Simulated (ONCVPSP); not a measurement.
What one change does to a pseudopotential (antimony (Sb), ONCV)

ONCVPSP 4.0.1 input, shortened (lines: element, Z, core and valence counts, functional; n l f; lmax; l rc ep ncon nbas qcut; lloc lpopt rc5 dvloc0; l nproj debl; icmod fcfact rcfact), BLYP, scalar-relativistic:

```
  Sb 51.00    6    5  -106131      upf
    1    0    2.00
    2    0    2.00
    2    1    6.00
    3    0    2.00
    3    1    6.00
    3    2   10.00
    4    0    2.00
    4    1    6.00
    4    2   10.00
    5    0    2.00
    5    1    3.00
    2
    0    1.55    0.00    3    7    7.10
    1    1.40    0.00    3    7   11.70
    2    1.20    0.00    4    9   10.30
    4    3    1.00   -1.00
    0    2    2.70
    1    2    2.50
    2    2    2.40
    3    5.00    1.45
```

Change: d: qcut 7.4.

Cutoffs: the cutoffs (Ha) at which the residual kinetic energy of the hardest occupied pseudo-wave falls to 1 and 0.1 mHa per electron; they do not see the model core or the augmentation charge, which bear on the density cutoff. Errors are all-electron minus pseudo energies relative to the spin-unpolarised reference configuration.

What does the change do?

The potential gets harder (44 Ha and 51 Ha → 191 Ha and 222 Ha); the errors of the 4 common tests hardly move; neither file shows a bound ghost.

```csv
quantity,base,changed
"cutoff, loose",44 Ha,191 Ha
"cutoff, tight",51 Ha,222 Ha
loose cutoff by channel,"s 13 Ha, p 33 Ha, d 44 Ha","s 13 Ha, p 33 Ha, d 191 Ha"
bound ghosts,none,none
GHOST(+) flags under 300 eV,none,none
"error for 4s2 4p6 4d10 5s2 5p2, meV [ΔE 8.20 eV]",-1.7,-1.7
"error for 4s2 4p6 4d10 5s2 5p1, meV [ΔE 24.11 eV]",-5.1,-5.1
"error for 4s2 4p6 4d10 5s2 5p0, meV [ΔE 48.58 eV]",-10,-11
"error for 4s2 4p6 4d10 5s0 5p5, meV [ΔE 16.55 eV]",-13,-13
s: phases at 1.58 bohr within 0.05 rad from the reference energy up to (Ha; the scan ends near 5),to the end of the scan,to the end of the scan
p: phases at 1.42 bohr within 0.05 rad from the reference energy up to (Ha; the scan ends near 5),to the end of the scan,to the end of the scan
d: phases at 1.22 bohr within 0.05 rad from the reference energy up to (Ha; the scan ends near 5),to the end of the scan,to the end of the scan
"rms error of d²Exc/dni dnj with the model core, mHa",2.13,2.19
```
